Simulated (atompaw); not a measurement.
# Building the PAW (atompaw) potential for Hf (Z = 72) (LDA (PW92), scalar-relativistic).

atompaw 4.2.0.5 input, output lines left out:

```
Hf 72
LDA-PW scalarrelativistic loggrid 2001 logderivrange -3 5 201
6 6 5 4 0 0
6 0 1.5
6 1 0
5 2 2
0 0 0
c
c
c
c
c
v
c
c
c
c
v
c
c
v
c
2
3.00 2.50 2.70 1.60
y
0.1
n
y
4.3
n
y
0.15
n
custom polynom gramschmidtortho gaussian
3 0 troulliermartins
3.00
3.00
3.00
3.00
3.00
3.00
```

Question: Estimate the cutoffs (Ry, on a coarse ladder) from which the occupation-weighted sum of valence levels, in a spherical-Bessel basis at the reference potential, stays within 10 and 1 mRy of its value at 400 Ry.

Answer: 10 Ry and 15 Ry.

Question: What does a ghost test show?

Answer: Ghost states, extra bound levels that the all-electron valence spectrum of the same l lacks: s at -164.9 eV, p at -73.7 eV. A true bound ghost makes a file unfit for plane-wave use.

Question: Is the overlap operator S = 1 + Σ q|β⟩⟨β| positive definite (Bessel basis up to 400 Ry)?

Answer: Yes: its lowest eigenvalue is 0.08 (s channel).

Question: Which valence shell sets the plane-wave cutoff?

Answer: 5d: its level needs 10 Ry to come within 1 mRy, against 6 Ry for 6s.
